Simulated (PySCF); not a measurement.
## SMILES C=C[C@@H]1C(C)=C[C@H]1C, C8H12

Geometry (Å), atoms numbered from 1 in this order:
```xyz
20

C     2.471   -1.109    0.695
C     1.346   -0.439    0.869
C     0.281   -0.303   -0.158
C    -0.145    1.125   -0.461
C     0.653    2.243   -1.016
C    -1.392    0.951   -0.030
C    -1.191   -0.498    0.340
C    -2.018   -1.510   -0.434
H     2.683   -1.627   -0.226
H     3.226   -1.170    1.460
H     1.155    0.079    1.801
H     0.521   -0.896   -1.043
H     0.039    3.132   -1.134
H     1.068    1.965   -1.985
H     1.489    2.470   -0.354
H    -2.260    1.582    0.032
H    -1.255   -0.701    1.412
H    -1.647   -2.518   -0.259
H    -1.972   -1.300   -1.500
H    -3.058   -1.464   -0.119
```

Method used: TDDFT BHandHLYP/def2-SVPD circular dichroism and optical rotation, one conformer, gas phase (PySCF). Geometry: GFN2-xTB.

The molecule is flexible and this is one conformer; a measurement averages over conformers. States above about 7.8 eV (minus the energy of the highest occupied orbital) lie near or above the ionisation threshold and depend on the basis.

Stereocentres: C3 S, C7 R.

(1) Give the optical rotatory dispersion at 633, 589.3, 546, 436, 405, 365, 355 nm.

(2) And for the mirror image at 589.3 nm?

(3) What is the molar rotation [Φ] = [α]·M/100 of the geometry above at 589.3 nm?

## Answers

(1) [α] in deg dm⁻¹ (g/mL)⁻¹:
| λ (nm) | origin-invariant length gauge | modified velocity gauge | length gauge (centre of mass) | isotropic polarisability (au) |
| --- | --- | --- | --- | --- |
| 633 | -347.2 | -340.8 | -346.2 | 95.3 |
| 589.3 | -409.4 | -401.8 | -408.2 | 95.7 |
| 546 | -490.0 | -481.0 | -488.5 | 96.2 |
| 436 | -860.7 | -845.0 | -858.0 | 98.4 |
| 405 | -1050.9 | -1032.0 | -1047.6 | 99.4 |
| 365 | -1418.2 | -1393.0 | -1413.5 | 101.1 |
| 355 | -1543.2 | -1515.9 | -1538.0 | 101.7 |

(2) +409.4 deg dm⁻¹ (g/mL)⁻¹ (origin-invariant length gauge): the same size and the opposite sign.

(3) With M = 108.18 g/mol, -442.9 deg cm² dmol⁻¹ (origin-invariant length gauge).

The first excitation lies at 6.76 eV (183 nm) with R = -114.8 × 10⁻⁴⁰ esu² cm² (velocity form).
